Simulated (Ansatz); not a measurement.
Born–Oppenheimer molecular dynamics of CH$_{4}$AlCl$_{2}$F (9 atoms, charge 0, multiplicity 1). It starts at the highest image of a converged band, a first-order saddle point between two minima.

Computed with Ansatz 0.2.0, RKS PBE0/def2-SVP.

```
ensemble                      : NVE (velocity Verlet)
time step                     : 0.5 fs
steps asked                   : 200
starting velocities drawn for : 100 K
seed                          : 8899
```

First frame:

```xyz
9
Properties=species:S:1:pos:R:3
Al 0.048 -0.189 -0.040
F 0.027 -0.078 1.756
Cl 1.839 0.620 -0.789
C -1.668 -0.055 -0.908
H -2.443 -0.621 -0.368
H -1.995 0.996 -0.967
H -1.621 -0.441 -1.939
Cl 0.478 -2.418 0.718
H 0.279 -1.329 1.687
```

Problem. How far do the bonds stretch over the last three quarters of this one trajectory? (Pairs bonded in most of those frames.)

Solution. 
```csv
bond,mean (Å),spread (Å),shortest,longest
Al1–Cl3,2.107,0.028,2.07,2.15
Al1–C4,1.931,0.014,1.91,1.96
Al1–Cl8,2.165,0.054,2.11,2.30
F2–H9,0.955,0.028,0.92,1.05
C4–H5,1.102,0.010,1.08,1.12
C4–H6,1.102,0.016,1.07,1.13
C4–H7,1.103,0.010,1.08,1.12
```

Pairs bonded in part of these frames only: Al1–F2 44 %.

Mean temperature of the second half: 122 K. The conserved energy stayed within 0.042 meV per atom of its start (net change 0.03 meV per atom), so the integration is sound. A run of 0.1 ps of so small a system gives no equilibrium averages. The orbitals stay closed-shell, which can raise the energy where a bond breaks towards radicals; this wasn't checked here.

Time of the run: 7.6 min on 2 threads of Arm Neoverse V2 (shared host), peak memory 0.23 GiB.
